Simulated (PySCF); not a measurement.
Computed IR spectrum (relative IR intensity) of a molecule CH₁₁NOSi₃. Geometry: PBE0-D3(BJ)/def2-SVP. Other conformers were not sampled. Computed with PBE0-D3(BJ)/def2-SVP (PySCF 2.14.0). Frequencies are harmonic and unscaled.

Lines under 2 % of the strongest are left out, and lines within 2 cm⁻¹ are merged.

ν (cm⁻¹): 368 (w), 397 (w), 714 (w), 724 (w), 769 (m), 788 (vs), 820 (m), 897 (vw), 923 (w), 931 (m), 950 (w), 962 (w), 966 (m), 997 (m), 1170 (m), 1204 (m), 1218 (w), 1475 (vw), 2169 (m), 2187 (w), 2193 (m), 2204 (m), 2223 (m), 2234 (w), 2250 (m), 3006 (w), 3082 (w), 3137 (w), 3609 (w) (against the strongest line: vs over 80 %, s over 45 %, m over 15 %, w over 4 %, vw less)

Q: Which structure fits?
(A) CN[SiH2][SiH2][SiH2]O
(B) O[SiH2]NC([SiH3])[SiH3]
(C) CO[SiH2][SiH2]N[SiH3]
(D) N[SiH2]CO[SiH2][SiH3]

A: C, CO[SiH2][SiH2]N[SiH3]
